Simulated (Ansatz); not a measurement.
Reaction (ligand exchange at the Si–O bond): `O[SiH2]O[SiH2]S` + `N[SiH](O)Cl` → `O[SiH2]N[SiH](O)Cl` + `O[SiH2]S`

Gas-phase electronic energies from Ansatz, PBE0-D4/def2-TZVP geometries. CCSD(T)/CBS is the MP2 limit (def2-TZVPP, def2-QZVPP) plus CCSD(T) − MP2 in def2-TZVPP, frozen cores. Each species was taken in one conformer, which may not be the lowest.

`O[SiH2]O[SiH2]S`:

Z-matrix (Å, degrees):
```
Si
O 1 1.643
O 1 1.636 2 111.6
H 1 1.475 2 108.1 3 116.7
H 1 1.485 2 107.5 3 -122.1
Si 2 1.629 1 139.3 3 52.1
H 3 0.961 1 116.3 2 -59.0
S 6 2.143 2 112.1 1 -28.4
H 6 1.481 2 110.8 1 87.3
H 6 1.479 2 108.0 1 -149.7
H 8 1.344 6 94.4 2 -73.1
```

`N[SiH](O)Cl`:

Z-matrix (Å, degrees):
```
Si
O 1 1.631
Cl 1 2.058 2 112.6
N 1 1.700 2 111.2 3 116.8
H 1 1.474 2 103.8 3 -116.0
H 2 0.960 1 116.7 3 -67.6
H 4 1.006 1 120.7 2 -147.4
H 4 1.007 1 121.4 2 60.6
```

`O[SiH2]N[SiH](O)Cl`:

Z-matrix (Å, degrees):
```
Si
N 1 1.733
O 1 1.638 2 106.9
H 1 1.482 2 113.1 3 116.3
H 1 1.489 2 108.7 3 -122.6
Si 2 1.705 1 124.2 3 -4.5
H 2 1.010 1 118.8 3 171.7
H 3 0.962 1 117.4 2 -43.3
O 6 1.644 2 111.6 1 49.7
Cl 6 2.056 2 106.6 1 170.2
H 6 1.470 2 114.9 1 -68.9
H 9 0.960 6 117.0 2 73.9
```

`O[SiH2]S`:

Z-matrix (Å, degrees):
```
Si
S 1 2.133
O 1 1.642 2 113.5
H 1 1.478 2 111.7 3 117.8
H 1 1.484 2 102.9 3 -122.0
H 2 1.344 1 94.6 3 -65.2
H 3 0.959 1 117.2 2 -51.2
```

| species | CCSD/def2-TZVPP energy (Eh) |
| --- | --- |
| `O[SiH2]O[SiH2]S` | -1129.85824 |
| `N[SiH](O)Cl` | -881.10774 |
| `O[SiH2]N[SiH](O)Cl` | -1246.56535 |
| `O[SiH2]S` | -764.37790 |

**Question.** Work out ΔE.

**Answer.** ΔE = (-1246.56535) + (-764.37790) − (-1129.85824) − (-881.10774) = 0.02273 Eh = +14.3 kcal/mol. CCSD(T)/CBS gives +14.1 kcal/mol.

Largest T1 diagnostic among the species: 0.012.

In def2-TZVPP, CCSD(T) changes the Hartree–Fock value by −2.9 kcal/mol (the triples alone add −0.4 kcal/mol) and MP2 by −2.9 kcal/mol.
